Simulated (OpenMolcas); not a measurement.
Mo IV.

* Program: OpenMolcas
* Basis: ANO-RCC-VTZP [7s6p4d2f1g]
* Scalar Hamiltonian: DKH2, point nucleus
* Active space: 3 electrons in 5 orbitals (4d)
* State averaging: 2S+1 = 4 even, 10 roots; 2S+1 = 2 even, 40 roots
* Spin-orbit coupling: state interaction with AMFI integrals over the reference wave functions, term energies averaged over their components

Two sets of levels on these reference wave functions, in eV above 4d³ ⁴F_3/2: one from CASSCF and one from MS-CASPT2, IPEA 0.25 Eh, imaginary shift 0.1 Eh (closed shells correlated: 4s 4p).

```csv
Level,Set 1,Set 2
4d³ ⁴F_3/2,0.0000,0.0000
4d³ ⁴F_5/2,0.0917,0.0942
4d³ ⁴F_7/2,0.2100,0.2131
4d³ ⁴F_9/2,0.348,0.348
4d³ ⁴P_1/2,1.635,1.329
4d³ ⁴P_3/2,1.648,1.326
4d³ ²G_7/2,1.777,1.480
4d³ ⁴P_5/2,1.780,1.482
4d³ ²G_9/2,1.867,1.574
4d³ ²P_1/2,2.312,1.808
4d³ ²H_9/2,2.354,2.062
4d³ ²H_11/2,2.403,2.112
4d³ ²D_5/2(1),2.625,2.154
4d³ ²D_3/2(1) [57 %],2.653,2.164
4d³ ²F_7/2,3.846,3.181
4d³ ²F_5/2,3.889,3.221
```

Task: Which set is which?

Result: Set 2 is MS-CASPT2. Its levels of the other terms of 4d³ lie at 0.78 to 0.88 of the other set's values, as expected, since terms of lower spin or lower L gain more correlation energy than the Hund ground term. Against 15 measured levels (Sugar and Musgrove, J. Phys. Chem. Ref. Data 17, 155 (1988)) the mean absolute deviation is 410 cm-1 with it and 3000 cm-1 without; single levels miss by up to 880 cm-1 with it.

CASPT2 does not keep the components of a term degenerate, so their means are used; among the terms shown or strongly mixed into the levels shown the widest spread is 830 cm-1 (4d³ ⁴F, MS-CASPT2). Without dynamic correlation excited terms often stand tens of per cent too high (terms of higher spin than the ground term too low), and those without a measured partner can miss by more than the paired ones (holds for CASSCF). The CASPT2 spread within a term exceeds the gap to the next term for 4d³ ²H and 4d³ ²D(1), so the order of their levels is uncertain (holds for MS-CASPT2). Measured partners are found by configuration, term and J. A level has none where our copy of the source lacks it or the pairing is in doubt (some pairs that miss far off the trend of their configuration count as doubtful), and it then counts in no deviation. Only configurations of the active space appear. The table leaves out levels that lie high or whose names do not pair safely across all columns.

A share in square brackets marks a mixed level and gives the weight of the term that names it, the lowest over the columns. A number in round brackets counts repeated terms of one configuration in the order of the reference energies.
